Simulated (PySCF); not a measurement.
CH$_{5}$AsGa, doublet, geometry from GFN2-xTB (such geometries of metal compounds can be far from the true shape) (the spin is typed, not shown lowest), with bond 7-6 at 1.5 times its length; HF/3-21G (PySCF).

Input for PySCF:
```python
from pyscf import gto, scf

mol = gto.M(
    atom='''
Ga   -0.72418449    0.90851328   -0.00482251
C    -0.41097577    1.78893551   -1.94346042
H    -1.06187487    2.63705313   -2.17295222
H    -0.56804506    1.02852179   -2.71721256
H     0.62662385    2.13235479   -2.02592682
As    0.79571998   -1.25018914    0.54381712
H    -0.36942920   -2.02109224   -1.24800362
H    -0.35884357   -1.67508798    1.43111729
''',
    basis='3-21g',
    spin=1,
    verbose=4,
)

mf = scf.UHF(mol)
mf.kernel()
mo_i, mo_e, stable_i, stable_e = mf.stability(internal=True, external=True, return_status=True, nroots=6, tol=1e-6)
print('internally stable:', stable_i, ' externally stable:', stable_e)
if not stable_i:
    umf = mf.copy()
    umf.scf_summary = {}
    umf.kernel(umf.make_rdm1(mo_i, mf.mo_occ))
mf.analyze()
```

**Question.** Predict the main parts of the log of this PySCF run.

**Answer.** 
```
PySCF version 2.14.0

[INPUT] verbose = 4
[INPUT] num. atoms = 8
[INPUT] num. electrons = 75
[INPUT] charge = 0
[INPUT] spin (= nelec alpha-beta = 2S) = 1
[INPUT] symmetry False subgroup None
[INPUT] Mole.unit = angstrom
[INPUT] Symbol           X                Y                Z      unit          X                Y                Z       unit  Magmom
[...]
nuclear repulsion = 343.404386190379
number of shells = 35
number of NR pGTOs = 138
number of NR cGTOs = 63
basis = 3-21g
ecp = {}

******** <class 'pyscf.scf.uhf.UHF'> ********
method = UHF
initial guess = minao
damping factor = 0
level_shift factor = 0
DIIS = <class 'pyscf.scf.diis.CDIIS'>
diis_start_cycle = 1
diis_space = 8
diis_damp = 0
SCF conv_tol = 1e-09
SCF conv_tol_grad = None
SCF max_cycles = 50
direct_scf = True
direct_scf_tol = 1e-13
number electrons alpha = 38  beta = 37
Set gradient conv threshold to 3.16228e-05
init E= -4173.41138692676

cycle= 1 E= -4177.66598010569  delta_E= -4.25  |g|= 0.185  |ddm|= 1.66
cycle= 2 E= -4177.70457304511  delta_E= -0.0386  |g|= 0.0694  |ddm|= 0.428
cycle= 3 E= -4177.71128485224  delta_E= -0.00671  |g|= 0.0279  |ddm|= 0.167
cycle= 4 E= -4177.71331388152  delta_E= -0.00203  |g|= 0.0102  |ddm|=  0.1
cycle= 5 E= -4177.71372184698  delta_E= -0.000408  |g|= 0.00571  |ddm|= 0.0473
cycle= 6 E= -4177.71385595624  delta_E= -0.000134  |g|= 0.00498  |ddm|= 0.0191
cycle= 7 E= -4177.71395743761  delta_E= -0.000101  |g|= 0.00526  |ddm|= 0.0125
cycle= 8 E= -4177.71379086437  delta_E= 0.000167  |g|= 0.00434  |ddm|= 0.0208
cycle= 9 E= -4177.71362325029  delta_E= 0.000168  |g|= 0.00191  |ddm|= 0.0452
cycle= 10 E= -4177.71362455367  delta_E= -1.3e-06  |g|= 0.000761  |ddm|= 0.0171
cycle= 11 E= -4177.71362711373  delta_E= -2.56e-06  |g|= 0.000316  |ddm|= 0.00623
cycle= 12 E= -4177.71362769311  delta_E= -5.79e-07  |g|= 0.000169  |ddm|= 0.0021
cycle= 13 E= -4177.71362788178  delta_E= -1.89e-07  |g|= 0.000104  |ddm|= 0.0011
cycle= 14 E= -4177.7136279618  delta_E= -8e-08  |g|= 6.02e-05  |ddm|= 0.000812
cycle= 15 E= -4177.7136279851  delta_E= -2.33e-08  |g|= 3.57e-05  |ddm|= 0.000434
cycle= 16 E= -4177.71362799255  delta_E= -7.45e-09  |g|= 1.51e-05  |ddm|= 0.000298
cycle= 17 E= -4177.71362799354  delta_E= -9.86e-10  |g|= 9.4e-06  |ddm|= 7.66e-05
Extra cycle  E= -4177.71362799386  delta_E= -3.27e-10  |g|= 9.24e-06  |ddm|= 2.46e-05
converged SCF energy = -4177.71362799386  <S^2> = 0.77070644  2S+1 = 2.0206003
uhf_internal: lowest eigs of H = [-0.13173569  0.13576204  0.16199886  0.17495331  0.27096382  0.28291333]
<class 'pyscf.scf.uhf.UHF'> wavefunction has an internal instability
uhf_real2complex: lowest eigs of H = [0.0956912  0.10189698 0.12678142 0.14064327 0.16241075 0.17375054]
<class 'pyscf.scf.uhf.UHF'> wavefunction is stable in the real -> complex stability analysis
uhf_external: lowest eigs of H = [-6.64336317e-02 -2.33065793e-08  8.29144115e-02  8.54923575e-02
  9.06635677e-02  1.20009595e-01]
<class 'pyscf.scf.uhf.UHF'> wavefunction has an UHF/UKS -> GHF/GKS instability
internally stable: False  externally stable: False

******** <class 'pyscf.scf.uhf.UHF'> ********
method = UHF
initial guess = minao
damping factor = 0
level_shift factor = 0
DIIS = <class 'pyscf.scf.diis.CDIIS'>
diis_start_cycle = 1
diis_space = 8
diis_damp = 0
SCF conv_tol = 1e-09
SCF conv_tol_grad = None
SCF max_cycles = 50
direct_scf = True
direct_scf_tol = 1e-13
number electrons alpha = 38  beta = 37
Set gradient conv threshold to 3.16228e-05
init E= -4177.66763364245
cycle= 1 E= -4177.71018651395  delta_E= -0.0426  |g|= 0.0547  |ddm|= 0.283
cycle= 2 E= -4177.71754016275  delta_E= -0.00735  |g|= 0.029  |ddm|= 0.12
cycle= 3 E= -4177.72094793929  delta_E= -0.00341  |g|= 0.0126  |ddm|= 0.114
cycle= 4 E= -4177.7216777103  delta_E= -0.00073  |g|= 0.00601  |ddm|= 0.0574
cycle= 5 E= -4177.72188961551  delta_E= -0.000212  |g|= 0.0021  |ddm|= 0.0408
cycle= 6 E= -4177.72190909612  delta_E= -1.95e-05  |g|= 0.000988  |ddm|= 0.0116
[...]
converged SCF energy = -4177.72191528752  <S^2> = 1.2490824  2S+1 = 2.4487404
[...]
**** SCF Summaries ****
Total Energy =                       -4177.713627993864066
Nuclear Repulsion Energy =             343.404386190379057
One-electron Energy =                -6518.644801046862085
Two-electron Energy =                 1997.526786862619019
Two-electron Coulomb Energy =         2159.408202563133273
DFT Exchange-Correlation Energy =     -161.881415700514253
**** MO energy ****
                             alpha | beta                alpha | beta
[...]
To work with the spin densities directly, `use mulliken_meta_spin()` only printing them here.

 ** Mulliken spin pop alpha/beta on meta-lowdin orthogonal AOs **
 ** Mulliken Spin Density (per AO)  **
spin_pop of  0 Ga 1s        0.00000
spin_pop of  0 Ga 2s        0.00002
spin_pop of  0 Ga 3s        0.00111
spin_pop of  0 Ga 4s        0.23745
spin_pop of  0 Ga 5s        0.00819
spin_pop of  0 Ga 2px       0.00000
spin_pop of  0 Ga 2py       0.00000
spin_pop of  0 Ga 2pz       0.00000
spin_pop of  0 Ga 3px      -0.00000
spin_pop of  0 Ga 3py      -0.00001
spin_pop of  0 Ga 3pz       0.00000
spin_pop of  0 Ga 4px       0.19026
spin_pop of  0 Ga 4py      -0.00165
spin_pop of  0 Ga 4pz       0.19789
spin_pop of  0 Ga 5px      -0.00072
spin_pop of  0 Ga 5py      -0.00010
spin_pop of  0 Ga 5pz      -0.00004
spin_pop of  0 Ga 3dxy     -0.00004
spin_pop of  0 Ga 3dyz      0.00031
spin_pop of  0 Ga 3dz^2    -0.00030
spin_pop of  0 Ga 3dxz     -0.00008
spin_pop of  0 Ga 3dx2-y2    0.00006
spin_pop of  1 C 1s       -0.00000
spin_pop of  1 C 2s        0.02447
spin_pop of  1 C 3s        0.00013
spin_pop of  1 C 2px       0.01428
spin_pop of  1 C 2py       0.01947
spin_pop of  1 C 2pz       0.09663
spin_pop of  1 C 3px       0.00006
spin_pop of  1 C 3py       0.00009
spin_pop of  1 C 3pz      -0.00011
spin_pop of  2 H 1s       -0.01141
spin_pop of  2 H 2s        0.00011
spin_pop of  3 H 1s       -0.00166
spin_pop of  3 H 2s        0.00033
spin_pop of  4 H 1s       -0.00170
spin_pop of  4 H 2s        0.00030
spin_pop of  5 As 1s        0.00000
spin_pop of  5 As 2s        0.00000
spin_pop of  5 As 3s        0.00000
spin_pop of  5 As 4s        0.00045
spin_pop of  5 As 5s        0.00019
spin_pop of  5 As 2px       0.00000
spin_pop of  5 As 2py       0.00000
spin_pop of  5 As 2pz      -0.00000
spin_pop of  5 As 3px       0.00000
spin_pop of  5 As 3py       0.00002
spin_pop of  5 As 3pz      -0.00000
spin_pop of  5 As 4px       0.04667
spin_pop of  5 As 4py       0.16121
spin_pop of  5 As 4pz      -0.01123
spin_pop of  5 As 5px       0.00004
spin_pop of  5 As 5py       0.00012
spin_pop of  5 As 5pz       0.00009
spin_pop of  5 As 3dxy     -0.00002
spin_pop of  5 As 3dyz      0.00000
spin_pop of  5 As 3dz^2    -0.00000
spin_pop of  5 As 3dxz     -0.00001
spin_pop of  5 As 3dx2-y2   -0.00001
spin_pop of  6 H 1s        0.03641
spin_pop of  6 H 2s        0.00057
spin_pop of  7 H 1s       -0.00786
spin_pop of  7 H 2s        0.00001
 ** Mulliken Spin Density (per atom)  **
spin density of  0 Ga =      0.63234
spin density of  1 C =      0.15502
spin density of  2 H =     -0.01130
spin density of  3 H =     -0.00133
spin density of  4 H =     -0.00140
spin density of  5 As =      0.19754
spin density of  6 H =      0.03699
spin density of  7 H =     -0.00785
 ** Mulliken pop alpha/beta on meta-lowdin orthogonal AOs **
 ** Mulliken pop       alpha | beta **
In total            38.00000 | 37.00000
 ** Mulliken atomic charges   ( Nelec_alpha | Nelec_beta ) **
charge of  0Ga =      0.36717  (    15.63258     15.00024 )
charge of  1C =     -0.49690  (     3.32596      3.17094 )
charge of  2H =      0.09515  (     0.44677      0.45808 )
charge of  3H =      0.10084  (     0.44892      0.45025 )
charge of  4H =      0.09546  (     0.45157      0.45297 )
charge of  5As =     -0.00578  (    16.60166     16.40412 )
charge of  6H =     -0.10652  (     0.57175      0.53477 )
charge of  7H =     -0.04942  (     0.52079      0.52864 )
Dipole moment(X, Y, Z, Debye): -0.77634,  2.16453,  0.77969
```
